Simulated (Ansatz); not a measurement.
Ansatz results at the PBE0-D4/def2-TZVP geometry: LUMO energy (PBE0/def2-TZVPP) -0.47 eV; HOMO energy (PBE0/def2-TZVPP) -7.41 eV; size of the dipole moment (PBE/def2-TZVPP) 1.47 D.

(1) Which molecule gave them?
A. `O=C([SeH])O[SiH3]`
B. `F[SiH]1C=CC1`
C. `SC1C=N1`
D. `F/C=C1/C[SiH2]1`

Results:

(1) D. The others give `F[SiH]1C=CC1`: -0.51, -8.06, 1.80; `O=C([SeH])O[SiH3]`: -0.42, -7.56, 2.05; `SC1C=N1`: -0.97, -7.11, 1.66.
